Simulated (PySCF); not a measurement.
Species: CH₆BNO₂.
SMILES: `NCB(O)O`

Jobs on this species (11 atoms, 40 electrons) with PySCF (density fitting). Hardware of each: one thread, Arm Neoverse V1 (aarch64), no GPU, on a shared host. Other jobs ran on the host; a repeat could differ by tens of per cent or more. Peak memory is the resident size of the whole Python process, interpreter and libraries included.

```csv
level and settings,work,basis functions,SCF cycles,wall time,peak memory
"delta-SCF UKS SCAN, pcX-2 on the ionised atom, pcseg-1 elsewhere, spin-free X2C","ΔSCF core ionisation, 4 holes",131,?,?,?
"delta-SCF UKS SCAN, pcX-2 on the ionised atom, pcseg-1 elsewhere, non-relativistic","ΔSCF core ionisation, 4 holes",131,68,22 s,0.49 GiB
"delta-SCF UKS B3LYP, pcX-2 on the ionised atom, pcseg-1 elsewhere, spin-free X2C","ΔSCF core ionisation, 4 holes",131,65,22 s,0.49 GiB
"delta-SCF UKS SCAN, def2-TZVP on the ionised atom, pcseg-1 elsewhere, spin-free X2C","ΔSCF core ionisation, 4 holes",117,68,20 s,0.49 GiB
"delta-SCF UKS PBE, pcX-2 on the ionised atom, pcseg-1 elsewhere, spin-free X2C","ΔSCF core ionisation, 4 holes",131,67,13 s,0.49 GiB
"delta-SCF UKS PBE0, pcX-2 on the ionised atom, pcseg-1 elsewhere, spin-free X2C","ΔSCF core ionisation, 4 holes",131,64,21 s,0.49 GiB
"delta-SCF UKS HF, pcX-2 on the ionised atom, pcseg-1 elsewhere, spin-free X2C","ΔSCF core ionisation, 4 holes",131,58,11 s,0.49 GiB
"PBE0-D3(BJ)/def2-SVP, grid level 1",geometry optimisation from a GFN2-xTB start shaken at random,100,164,76 s,0.41 GiB
"delta-SCF UKS SCAN, pcX-1 on the ionised atom, pcseg-1 elsewhere, spin-free X2C","ΔSCF core ionisation, 4 holes",110,67,17 s,0.49 GiB
```

Question: Fill in the missing figures.

Answer: 
- delta-SCF UKS SCAN, pcX-2 on the ionised atom, pcseg-1 elsewhere, spin-free X2C; ΔSCF core ionisation, 4 holes: 22 s, 0.44 GiB, 68 SCF cycles

Question: What do all jobs in the table cost together?

Answer: About 3.7 min; the longest takes about 34 % of that, and about 6.9 times as long as the shortest.
